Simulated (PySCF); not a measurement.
# Relaxation of triplet NbSe₂⁻

Level of theory: UPBE in PySCF with Nb def2-SVPD with ECP28, Se def2-SVPD; scalar-relativistic core potentials, no spin–orbit coupling; density-fitted integrals. A (50,194) grid was used.

A hand-made linear start, of D∞h symmetry, held to at least that symmetry:

```xyz
3
charge -1 multiplicity 3, angstrom
Nb    0.0000    0.0000    0.0000
Se    0.0000    0.0000    2.3200
Se    0.0000    0.0000   -2.3200
```

Question: What does it relax to?

Answer: It ends at D∞h with Nb–Se 2.403 Å (×2); Se–Nb–Se 180.0° (after a last refinement on a finer grid). A frequency run shows 2 imaginary modes (one degenerate set), down to 85i cm⁻¹, so it is a higher-order saddle point. Other isomers or separated fragments may lie lower.

Question: How much energy is released, and in how many steps?

Answer: 12.8 kJ/mol in 3 steps.

With open d or f shells other occupations or spin states may lie lower.

The relaxation took roughly 30 core-seconds on a shared host.
